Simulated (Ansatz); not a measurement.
Input and output for the cluster Pd₂O₂ (the lowest singlet isomer of a short search).

```yaml
crystal:
  periodic: [false, false, false]
  atoms:
    - {symbol: Pd, position_ang: [-0.367654, 1.107803, -0.033184]}
    - {symbol: Pd, position_ang: [0.367670, -1.107878, 0.033186]}
    - {symbol: O, position_ang: [-1.482511, -0.490934, 0.036064]}
    - {symbol: O, position_ang: [1.482505, 0.490998, -0.036056]}
basis:
  gaussian: {orbitals: STO-3G}
magnetization: {spin_polarized: false, initial_magnetization: 2}
hamiltonian: {xc: {name: PBEsol}, dispersion: d3bjatm}
output: {forces: true}
```

```sh
$ ansatz run in.yaml --threads 4 --pin off --events-out ev --progress --plain --max-ram 3916MiB
```

It prints (some lines left out):

```
Functional definition: PBEsol
827 factors; integrals over basis functions are off by at most 3.7e-4 eV
mean field evaluation 1: about -270027.4755 eV, gradient 9.1e1 eV
mean field evaluation 2: about -270027.4459 eV, gradient 9.1e1 eV
mean field evaluation 4: about -270032.4939 eV, gradient 6.6e1 eV
mean field evaluation 8: about -270048.7043 eV, gradient 5.6e1 eV
mean field evaluation 16: about -270060.5842 eV, gradient 5.8e-2 eV
mean field evaluation 32: about -270009.5471 eV, gradient 3.8e1 eV
mean field evaluation 64: about -270060.3989 eV, gradient 4.0e0 eV
mean field evaluation 96: about -270060.1778 eV, gradient 8.8e-1 eV
mean field evaluation 128: about -270059.6822 eV, gradient 1.0e-2 eV
mean field evaluation 160: about -270035.3517 eV, gradient 7.6e1 eV
mean field evaluation 192: about -270052.4344 eV, gradient 9.8e0 eV
mean field evaluation 224: about -270060.5356 eV, gradient 7.5e-1 eV
mean field -270060.58484801 eV, -9924.5434395252 hartree, gradient 2.6e-6 eV, S^2 2.000000; 12 other end points of the search recorded, 0 dependent functions left out
reference -270060.58487494 eV, -9924.5434405151 hartree; 55, 53 occupied and 9, 11 virtual orbitals, 827 factors
Total energy: -270060.63181309 eV, -9924.5451654602 hartree
Atom 0 at    -0.367654     1.107803    -0.033184 Å, force     2.135777    -6.434436     0.192772 eV/Å
Atom 1 at     0.367670    -1.107878     0.033186 Å, force    -2.135784     6.434701    -0.192711 eV/Å
Atom 2 at    -1.482511    -0.490934     0.036064 Å, force     5.785981     1.915783    -0.140758 eV/Å
Atom 3 at     1.482505     0.490998    -0.036056 Å, force    -5.785973    -1.916048     0.140697 eV/Å
Dipole moment:     0.000017    -0.000074     0.000002 e Å
```

Hardware: 4 threads of Intel Xeon 6975P-C on a shared host. Wall time 7 s.

With spin_polarized false and unpaired electrons the run is restricted open-shell.
